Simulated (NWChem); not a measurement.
System: CdGeH₃Cl; SMILES [Cl][Cd][GeH3]

Input file for NWChem:

```
start job
memory heap 200 mb stack 900 mb global 1100 mb
geometry units angstroms noautosym nocenter noautoz
  Cd    -0.311155    -0.530004     0.001273
  Cl    -0.177548    -2.833883    -0.002131
  Ge    -0.456636     1.986273     0.004992
  H     -1.211508     2.488449     1.250484
  H      0.950319     2.615023     0.011748
  H     -1.201424     2.492940    -1.244865
end
basis spherical
  * library def2-svpd
end
ecp
  Cd library def2-ecp
end
dft
  xc pbe0
  iterations 150
end
tddft
  cis
  nroots 6
  notriplet
end
task tddft energy
```

Structure relaxed at the PBE0/def2-SVP level. Not confirmed as a minimum by frequencies. def2 effective core potentials on Cd; no spin-orbit coupling.

Vertical excitations in the gas phase.

Problem. What results follow from this input? (PBE0/def2-SVPD with def2 effective core potentials on Cd, TDA.) Quantities: lowest excitation, singlet (eV); oscillator strength of that lowest state; lowest state with f > 0.02, singlet (eV); orbital gap (eV).

Solution. 
* **lowest excitation, singlet (eV)**: 5.87
* **oscillator strength of that lowest state**: 0.002
* **lowest state with f > 0.02, singlet (eV)**: 6.10
* **orbital gap (eV)**: 6.78
